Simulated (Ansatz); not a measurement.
`[OH][Ga]([Cl])[Br]` + NH₃ → `[NH2][Ga]([Cl])[Br]` + H₂O  (ligand exchange at a Ga–O bond)

Program: Ansatz. Geometries: PBE0-D4/def2-TZVP. ΔE: electronic, gas phase. CBS: MP2 limit from def2 TZ/QZ plus the TZ coupled-cluster correction, frozen cores. This one scheme is used for every species. DFT in def2-TZVPP. For Br, Ga outer-core shells are correlated without core-valence functions, which leaves a few kJ/mol of doubt a bond. Scalar relativity is left out up to krypton. One conformer a species, not always the lowest.

```json
{"level": "PBE-D4", "ΔE (kcal/mol)": "3.5", "difference from CCSD(T)/CBS": "1.9"}
{"level": "ωB97X-V", "ΔE (kcal/mol)": "3.1", "difference from CCSD(T)/CBS": "1.5"}
{"level": "ωB97M-V", "ΔE (kcal/mol)": "2.9", "difference from CCSD(T)/CBS": "1.3"}
{"level": "B2PLYP", "ΔE (kcal/mol)": "3.7", "difference from CCSD(T)/CBS": "2.1"}
{"level": "PBE-QIDH", "ΔE (kcal/mol)": "2.5", "difference from CCSD(T)/CBS": "0.9"}
{"level": "revPBE", "ΔE (kcal/mol)": "4.4", "difference from CCSD(T)/CBS": "2.8"}
{"level": "BLYP", "ΔE (kcal/mol)": "4.9", "difference from CCSD(T)/CBS": "3.3"}
{"level": "BHLYP", "ΔE (kcal/mol)": "3.2", "difference from CCSD(T)/CBS": "1.6"}
{"level": "CAM-B3LYP", "ΔE (kcal/mol)": "3.3", "difference from CCSD(T)/CBS": "1.7"}
{"level": "RPA@PBE/def2-TZVPP", "ΔE (kcal/mol)": "3.5", "difference from CCSD(T)/CBS": "1.9"}
{"level": "HF/def2-SVP", "ΔE (kcal/mol)": "3.0", "difference from CCSD(T)/CBS": "1.4"}
{"level": "HF/def2-TZVPP", "ΔE (kcal/mol)": "3.3", "difference from CCSD(T)/CBS": "1.7"}
{"level": "SCS-MP2/def2-TZVPP", "ΔE (kcal/mol)": "3.2", "difference from CCSD(T)/CBS": "1.6"}
{"level": "MP2/def2-QZVPP", "ΔE (kcal/mol)": "1.9", "difference from CCSD(T)/CBS": "0.3"}
{"level": "SCS-MP2/def2-QZVPP", "ΔE (kcal/mol)": "2.5", "difference from CCSD(T)/CBS": "0.9"}
{"level": "MP2/CBS(def2)", "ΔE (kcal/mol)": "1.3", "difference from CCSD(T)/CBS": "-0.3"}
{"level": "CCSD(T)/CBS", "ΔE (kcal/mol)": "1.6", "difference from CCSD(T)/CBS": "0"}
```

Largest T1 diagnostic among the species: 0.011.

At CCSD(T), def2-SVP lies +2.5 kcal/mol from the extrapolated value and def2-TZVPP +1.4 kcal/mol. From BLYP to BHLYP (50 % exact exchange), in def2-TZVPP and without D4, ΔE moves by −1.7 kcal/mol. Leaving LDA and LC-ωPBE aside and taking each functional with its dispersion term where it has one, the values, not all of them listed here, spread over 2.3 kcal/mol, from PBE0-D4 to B97M-V. LDA lies −1.8 kcal/mol from PBE without D4.
